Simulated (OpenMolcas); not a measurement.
Pt5+ among 4 point charges of -1 e arranged as a tetrahedron (Td).

```json
{
  "Program": "OpenMolcas",
  "Method": "CASSCF",
  "Basis": "ANO-RCC-VDZP [7s6p4d2f]",
  "Scalar Hamiltonian": "DKH2, point nucleus",
  "Active space": "5 electrons in 5 orbitals (5d)",
  "State averaging": "2S+1 = 6 even, 1 root; 2S+1 = 4 even, 24 roots; 2S+1 = 2 even, 75 roots",
  "Spin-orbit coupling": "RASSI with atomic mean-field integrals over the reference wave functions"
}
```

All point charges move together. At R = 1.63 Å |10Dq| is 3940 cm-1, and at R = 2 Å it is 1585 cm-1.

A third run gives 2620 cm-1. What distance was it run at?

With a power law R^-n the two known points give n = -ln(1585 / 3940) / ln(2 / 1.63) = 4.45. Then R = 1.63 × (3940 / 2620)^(1/4.45) = 1.787 Å. The run was at 1.79 Å, so the estimate is off by -0.003 Å.

Without dynamic correlation the repulsion within the d shell is too large (B by tens of per cent), so at a given field states of lower spin stand too high. Point charges give a weaker field than real ligands, and real ions of this kind are as a rule low spin; the high spin found here belongs to the model. This is an electrostatic model: the charges have no orbitals. No measured value stands beside these numbers.
